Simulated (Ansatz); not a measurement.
One change: `NC(O)[SiH2]S` becomes `NC[SiH2]S`.

Ansatz, PBE0-D4/def2-TZVP geometries, multiplicity 1. Each molecule was computed in one conformer, which needn't be the lowest.

| property | `NC(O)[SiH2]S` |
| --- | --- |
| size of the dipole moment (B3LYP/def2-TZVPP) / D | 1.88 |
| HOMO energy (PBE/def2-TZVPP) / eV | -5.66 |
| LUMO energy (B3LYP/def2-TZVPP) / eV | 0.06 |
| HOMO–LUMO gap (PBE0/def2-TZVPP) / eV | 7.33 |
| HOMO–LUMO gap (ωB97M-V/def2-TZVPP) / eV | 11.23 |
| LUMO energy (PBE/def2-TZVPP) / eV | -0.53 |

Question: What does the change do to each property? (An estimate is asked.)

Answer: Computed: 
| property | `NC[SiH2]S` | shift |
| --- | --- | --- |
| size of the dipole moment (B3LYP/def2-TZVPP) / D | 2.47 | 0.59 |
| HOMO energy (PBE/def2-TZVPP) / eV | -5.58 | 0.08 |
| LUMO energy (B3LYP/def2-TZVPP) / eV | 0.11 | 0.05 |
| HOMO–LUMO gap (PBE0/def2-TZVPP) / eV | 7.40 | 0.07 |
| HOMO–LUMO gap (ωB97M-V/def2-TZVPP) / eV | 11.33 | 0.10 |
| LUMO energy (PBE/def2-TZVPP) / eV | -0.48 | 0.05 |

Dipoles are sizes alone; their direction can turn.

Positive LUMOs are unbound, so they and the gaps depend on the basis.

B3LYP here is the variant with VWN-RPA as its local correlation; programs differ in this.
